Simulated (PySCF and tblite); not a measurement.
Values are calculated unless marked as measured or tabulated.
Molecule: C₄H₉NSe, numbered as in [CH2:1]1[CH2:2][Se:3][CH2:4][CH2:5][NH:6]1.

The mean out-of-plane torsion at N6 (0° is planar) is held and the rest relaxed at GFN2-xTB. Energies: revPBE/pcSseg-1 + D3(BJ), IEF-PCM chloroform. Programs: tblite and PySCF.

Spin–orbit effects of heavy atoms are missing.

GFN2-xTB profile:

(out-of-plane angle °, kcal/mol): (-40, 1.52), (-33, 0.00), (-24, 1.21), (-13, 4.16), (0, 6.01), (12, 5.20), (24, 2.70), (33, 1.43), (40, 2.66)

(1) Give the DFT energy and dipole along the out-of-plane angle.

(2) Where is the lowest sampled point, and what does the planar form cost?

## Answers

(1) 
```csv
out-of-plane angle °,E kcal/mol,dipole D
-40,1.15,1.36
-33,0.00,1.69
-24,1.28,2.07
-13,3.86,2.52
0,5.29,2.82
12,4.16,2.85
24,1.54,2.67
33,0.18,2.49
40,0.89,2.33
```

(2) At -33°; the point at 0° lies 5.29 kcal/mol above it.
